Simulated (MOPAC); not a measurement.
MOPAC input (MNDO):

```
MNDO PRECISE GNORM=0.05 LET XYZ CHARGE=-1 GEO-OK AUX(PRECISION=9) THREADS=1
HCl2Si

Si   -0.04756189 1   -0.95901857 1    0.27984017 1
Cl    1.73900744 1    0.36591280 1   -0.03557094 1
Cl   -1.69804253 1    0.50996005 1   -0.12608197 1
H    -0.03053696 1   -1.46357839 1   -1.16966282 1
```

Output:

```
 *******************************************************************************
 **                                                                           **
 **                              MOPAC v23.2.5                                **
 **                                                                           **
 *******************************************************************************
 ** MOPAC's Digital Object Identifier: https://doi.org/10.5281/zenodo.6511958 **
 **                                                                           **
 ** Please cite the open-source release paper for use of this MOPAC version:  **
 ** J. E. Moussa and J. J. P. Stewart (2026)                                  **
 ** MOPAC: An open-source semiempirical molecular orbital program             **
 ** J. Open Source Softw., 11(119), 8025, https://doi.org/10.21105/joss.08025 **
 *******************************************************************************

                              MNDO CALCULATION RESULTS

 *******************************************************************************
 *  MNDO       - The MNDO Hamiltonian to be used
 *  GEO-OK     - OVERRIDE INTERATOMIC DISTANCE AND OTHER SAFETY CHECKS
 *
 *
 *
 *                 CHARGE ON SYSTEM = -1
 *
 *
 *
 *  LET        - OVERRIDE SOME SAFETY CHECKS
 *  PRECISE    - TIGHTER CRITERIA TO BE USED
 *  XYZ        - CARTESIAN COORDINATE SYSTEM TO BE USED
 *  GNORM      - EXIT WHEN GRADIENT NORM DROPS BELOW 0.050
 *  AUX        - OUTPUT AUXILIARY INFORMATION
 *******************************************************************************
MNDO PRECISE GNORM=0.05 LET XYZ CHARGE=-1 GEO-OK AUX(PRECISION=9) THREADS=1
 HCl2Si

   ATOM   CHEMICAL          X               Y               Z
  NUMBER   SYMBOL      (ANGSTROMS)     (ANGSTROMS)     (ANGSTROMS)

     1      Si         -0.04756189  *  -0.95901857  *   0.27984017  *
     2      Cl          1.73900744  *   0.36591280  *  -0.03557094  *
     3      Cl         -1.69804253  *   0.50996005  *  -0.12608197  *
     4       H         -0.03053696  *  -1.46357839  *  -1.16966282  *

          CARTESIAN COORDINATES

    NO.       ATOM           X           Y           Z

     1        Si         -0.0476     -0.9590      0.2798
     2        Cl          1.7390      0.3659     -0.0356
     3        Cl         -1.6980      0.5100     -0.1261
     4         H         -0.0305     -1.4636     -1.1697

  H: (MNDO): M.J.S. DEWAR, W. THIEL, J. AM. CHEM. SOC., 99, 4899, (1977)
 Si: (MNDO): M.J.S.DEWAR, ET. AL. ORGANOMETALLICS  5, 375 (1986)
 Cl: (MNDO): M.J.S.DEWAR, H.S.RZEPA, J. COMP. CHEM., 4, 158, (1983)

           Empirical Formula: H Si Cl2  =     4 atoms

      MOLECULAR POINT GROUP   :   Cs

      RHF CALCULATION, NO. OF DOUBLY OCCUPIED LEVELS = 10

          Geometry optimization using EF

          DIAGONAL MATRIX USED AS START HESSIAN

 CYCLE:     1  GRAD.:    74.088 HEAT: -91.49252
 CYCLE:     2  GRAD.:    40.662 HEAT: -95.13690
 CYCLE:     3  GRAD.:     8.423 HEAT: -96.19528
 CYCLE:     4  GRAD.:     5.800 HEAT: -96.21460
 CYCLE:     5  GRAD.:     1.276 HEAT: -96.24813
 CYCLE:     6  GRAD.:     0.421 HEAT: -96.25040
 CYCLE:     7  GRAD.:     0.336 HEAT: -96.25153
 CYCLE:     8  GRAD.:     0.240 HEAT: -96.25207
 CYCLE:     9  GRAD.:     0.250 HEAT: -96.25227
 CYCLE:    10  GRAD.:     0.299 HEAT: -96.25224
 CYCLE:    11  GRAD.:     0.163 HEAT: -96.25228
 CYCLE:    12  GRAD.:     0.387 HEAT: -96.25230
 CYCLE:    13  GRAD.:     0.236 HEAT: -96.25220
 CYCLE:    14  GRAD.:     0.053 HEAT: -96.25230
 CYCLE:    15  GRAD.:     0.059 HEAT: -96.25231
 CYCLE:    16  GRAD.:     0.040 HEAT: -96.25231

     GRADIENT =  0.04020 IS LESS THAN CUTOFF =  0.05000

 -------------------------------------------------------------------------------
 MNDO PRECISE GNORM=0.05 LET XYZ CHARGE=-1 GEO-OK AUX(PRECISION=9) THREADS=1
 HCl2Si

     GEOMETRY OPTIMISED USING EIGENVECTOR FOLLOWING (EF).
     SCF FIELD WAS ACHIEVED

                              MNDO CALCULATION
                                                       MOPAC v23.2.5 Linux

          FINAL HEAT OF FORMATION =        -96.25231 KCAL/MOL =    -402.71965 KJ/MOL

          COSMO AREA              =        116.07 SQUARE ANGSTROMS
          COSMO VOLUME            =        105.73 CUBIC ANGSTROMS

          GRADIENT NORM           =          0.04020          =       0.02010 PER ATOM
          IONIZATION POTENTIAL    =          2.595921 EV
          HOMO LUMO ENERGIES (EV) =         -2.596  6.129
          NO. OF FILLED LEVELS    =         10
          MOLECULAR WEIGHT        =         99.9994         POINT GROUP:  Cs

          MOLECULAR DIMENSIONS (Angstroms)

            Atom       Atom       Distance
           Cl     3   Cl     2     3.46305
            H     4   Cl     2     2.12068
           Cl     2   Si     1     0.86866

          SCF CALCULATIONS        =         17

   ATOM   CHEMICAL          X               Y               Z
  NUMBER   SYMBOL      (ANGSTROMS)     (ANGSTROMS)     (ANGSTROMS)

     1      Si         -0.04361343  *  -0.89589515  *   0.23090257  *
     2      Cl          1.74844039  *   0.33804903  *  -0.02401420  *
     3      Cl         -1.71037833  *   0.48301794  *  -0.11510086  *
     4       H         -0.03416354  *  -1.47174602  *  -1.04500154  *

                             CARTESIAN COORDINATES

   1   Si       -0.043613429    -0.895895148     0.230902568
   2   Cl        1.748440389     0.338049030    -0.024014203
   3   Cl       -1.710378330     0.483017936    -0.115100862
   4    H       -0.034163545    -1.471746024    -1.045001541

           Empirical Formula: H Si Cl2  =     4 atoms

      MOLECULAR POINT GROUP   :   Cs

                  EIGENVALUES
 -18.80905 -18.05448 -13.34727  -8.25442  -7.91788  -7.43868  -7.14100  -6.93406
  -6.57013  -2.59592   6.12895   6.14360   7.81936

              NET ATOMIC CHARGES AND DIPOLE CONTRIBUTIONS

  ATOM NO.   TYPE          CHARGE      No. of ELECS.   s-Pop       p-Pop
    1         Si           0.822525        3.1775     1.62702     1.55045
    2         Cl          -0.678057        7.6781     1.99022     5.68784
    3         Cl          -0.678071        7.6781     1.99022     5.68785
    4          H          -0.466397        1.4664     1.46640
 DIPOLE           X         Y         Z       TOTAL
 POINT-CHG.    -0.215    -2.798     3.730     4.668
 HYBRID         0.164     1.693    -3.537     3.925
 SUM           -0.051    -1.105     0.193     1.123

          ATOMIC ORBITAL ELECTRON POPULATIONS

     Atom    s        px        py        pz
    1 Si   1.62702   0.27759   0.37547   0.89739
    2 Cl   1.99022   1.79053   1.90470   1.99261
    3 Cl   1.99022   1.81578   1.88262   1.98945
    4  H   1.46640

 **********************
 *                    *
 * JOB ENDED NORMALLY *
 *                    *
 **********************

 == MOPAC DONE ==
```

The dipole moment of an ion depends on the origin.
